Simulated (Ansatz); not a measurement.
Reaction (cleavage of the P–Si bond): `P[SiH2]Cl` + `SC=[Se]` → `PSC=[Se]` + `[SiH3]Cl`

Computed with Ansatz on PBE0-D4/def2-TZVP structures; ΔE is electronic, products minus reactants. CCSD(T)/CBS adds triple-zeta CCSD(T) − MP2 to the extrapolated MP2 energy (def2 sets, frozen cores). This one scheme is used for every species. DFT in def2-TZVPP. B3LYP here is the variant with VWN-RPA as its local correlation; programs differ in this. For Se outer-core shells are correlated without core-valence functions, which leaves a few kJ/mol of doubt a bond. Scalar relativity is left out up to krypton. One conformer a species, not always the lowest.

(1) Is it downhill or uphill in electronic energy at CCSD(T)/CBS, and by how much? (Best estimate.)

(2) What do these levels give: LDA (SPW92), revPBE-D4, BLYP-D4, r2SCAN-D4, B3LYP-D4, CAM-B3LYP-D4, ωB97X-V, PBE, PBE0, r2SCANh, SCS-MP2/def2-QZVPP, CCSD/CBS(def2)? (An estimate is asked.)

Largest T1 diagnostic among the species: 0.017.

Results:

(1) The calculation gave: Uphill: ΔE = +0.16 eV.

(2) Ansatz gave: LDA (SPW92) 0.21, revPBE-D4 0.16, BLYP-D4 0.11, r2SCAN-D4 0.18, B3LYP-D4 0.14, CAM-B3LYP-D4 0.16, ωB97X-V 0.19, PBE 0.18, PBE0 0.20, r2SCANh 0.19, SCS-MP2/def2-QZVPP 0.10, CCSD/CBS(def2) 0.17 eV.

Leaving LDA and LC-ωPBE aside and taking each functional with its dispersion term where it has one, the values, not all of them listed here, spread over 0.11 eV, from BLYP-D4 to B97M-V. At CCSD(T), def2-SVP lies +0.10 eV from the extrapolated value and def2-TZVPP +0.02 eV.
